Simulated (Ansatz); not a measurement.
`CCCCCC(C)(C)C`, relaxed with RKS PBE0-D4/def2-TZVP in the Gaussian-basis code of Ansatz from a GFN2-xTB geometry. The force threshold is 0.005 eV/Å; the program also tests the step.

Charge 0, multiplicity 1.

Start:

```xyz
29

C    -0.147   -0.697   -3.270
C     1.121   -1.000   -2.480
C     1.628    0.195   -1.670
C     0.653    0.724   -0.615
C     0.330   -0.313    0.460
C    -0.549    0.180    1.624
C     0.159    1.275    2.426
C    -1.890    0.709    1.111
C    -0.810   -1.014    2.549
H    -0.987   -0.512   -2.605
H    -0.004    0.180   -3.898
H    -0.403   -1.539   -3.910
H     1.910   -1.294   -3.178
H     0.944   -1.848   -1.817
H     1.861    1.009   -2.361
H     2.560   -0.092   -1.176
H     1.112    1.599   -0.150
H    -0.263    1.053   -1.105
H     1.271   -0.687    0.873
H    -0.181   -1.156   -0.008
H    -0.431    1.540    3.301
H     1.135    0.932    2.763
H     0.296    2.173    1.830
H    -2.379   -0.033    0.483
H    -2.549    0.935    1.947
H    -1.757    1.619    0.533
H     0.126   -1.415    2.931
H    -1.330   -1.807    2.015
H    -1.424   -0.715    3.396
```

| step | energy (eV) | largest force (eV/Å) | largest move (Å) |
| --- | --- | --- | --- |
| 1 | -9652.3064 | 0.436 | 0.000 |
| 2 | -9652.3252 | 0.170 | 0.022 |
| 3 | -9652.3284 | 0.031 | 0.026 |
| 4 | -9652.3289 | 0.005 | 0.019 |
| 5 | -9652.3290 | 0.002 | 0.008 |
| 6 | -9652.3290 | 0.003 | 0.022 |
| 7 | -9652.3291 | 0.002 | 0.008 |
| 8 | -9652.3291 | 0.002 | 0.016 |

End:

```xyz
29

C    -0.176   -0.692   -3.216
C     1.121   -0.986   -2.480
C     1.650    0.192   -1.668
C     0.703    0.728   -0.600
C     0.335   -0.305    0.453
C    -0.553    0.175    1.611
C     0.138    1.278    2.408
C    -1.893    0.687    1.086
C    -0.806   -1.014    2.533
H    -0.998   -0.491   -2.525
H    -0.072    0.182   -3.865
H    -0.476   -1.536   -3.842
H     1.888   -1.278   -3.205
H     0.983   -1.855   -1.829
H     1.899    1.009   -2.356
H     2.593   -0.103   -1.192
H     1.181    1.588   -0.122
H    -0.203    1.114   -1.078
H     1.259   -0.719    0.879
H    -0.176   -1.148   -0.028
H    -0.464    1.559    3.277
H     1.115    0.946    2.772
H     0.290    2.179    1.809
H    -2.398   -0.078    0.488
H    -2.554    0.954    1.915
H    -1.771    1.576    0.463
H     0.133   -1.407    2.933
H    -1.308   -1.826    1.998
H    -1.438   -0.729    3.379
```

Hardware: 4 threads of an AMD EPYC 7R13 on a shared host and a share of an NVIDIA H100 80 GB. Wall time 37 s, peak host memory 1 GiB.
